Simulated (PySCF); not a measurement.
(SiH3)(GeH3)PPF2, F2GeH6P2Si.
Bonds: F1–P2, P2–F3, P2–P4, P4–Si5, P4–Ge6. Hydrogens: H7, H8, H9 on Si5; H10, H11, H12 on Ge6.

Method: PBE0-D3(BJ)/def2-TZVP geometry optimisation, gas phase in PySCF 2.14.0; density fitting, grid level 2; the optimiser is geomeTRIC in internal coordinates, started from a GFN2-xTB structure with every atom displaced at random (about 0.01 Å).

Step 0: E = -88487.7448 eV
```
atom  x, y, z in Å  |  force x, y, z in eV/Å
F1      0.5111    2.8440   -0.8162   -0.473   0.194   0.100
P2      0.9535    1.5858    0.0536    0.804   0.908  -0.129
F3      2.4716    1.6543   -0.4599    0.042  -0.306   0.381
P4      0.2725    0.0281   -1.2708   -0.588  -0.281  -0.358
Si5    -1.8655    0.2428   -0.4853    0.854   0.158   0.429
Ge6     0.9896   -1.5184    0.2632   -0.121  -0.217   0.256
H7     -2.5610   -0.9555   -0.9095   -0.421  -0.481  -0.191
H8     -2.3799    1.4649   -1.1039   -0.263   0.238  -0.175
H9     -1.9134    0.3749    1.0069    0.004  -0.026  -0.203
H10     0.6487   -1.2257    1.7091   -0.236   0.305   0.379
H11     2.4774   -1.6463    0.2028    0.810   0.083  -0.180
H12     0.4351   -2.8772   -0.0370   -0.412  -0.576  -0.310
```

Q: Estimate the geometry and energy of step 1. (The exact step hangs on the optimiser's Hessian estimate; all steps are aligned on step 0, rigid shifts and turns removed.)

A: E = -88487.9262 eV, largest force 0.187 eV/Å
```
atom  x, y, z in Å  |  force x, y, z in eV/Å
F1      0.5304    2.9392   -0.8684    0.121  -0.126   0.042
P2      1.0305    1.7247    0.0401    0.010   0.060   0.002
F3      2.5572    1.6747   -0.4242   -0.147   0.070  -0.007
P4      0.2925    0.0635   -1.2345   -0.084  -0.037  -0.023
Si5    -1.8314    0.2034   -0.4680    0.106   0.009  -0.035
Ge6     0.9727   -1.5637    0.2854    0.104  -0.094   0.075
H7     -2.5492   -1.0267   -0.8866    0.038  -0.025   0.014
H8     -2.4630    1.3840   -1.1016   -0.043   0.041  -0.003
H9     -1.8872    0.3362    1.0124   -0.016   0.005   0.005
H10     0.5733   -1.1816    1.7294    0.047  -0.048  -0.112
H11     2.5098   -1.6837    0.1773   -0.186  -0.010   0.022
H12     0.3042   -2.8982   -0.1082    0.051   0.155   0.020
```

The energy changes by -0.1814 eV. The first-order estimate −F·Δx gives -0.3999 eV and the mean of the old and new forces, exact on a quadratic surface, -0.1828 eV. The step makes an angle of 60° with the force vector and moves no atom by more than 0.159 Å.

What follows is the cost of the whole optimisation. Hardware: an Intel Xeon 6975P-C with 2 threads, no GPU, shared host with 192 logical CPUs at a one-minute load of 147. Cost: 2.7 min wall, 6.5 min CPU, 1.3 GiB resident at most.
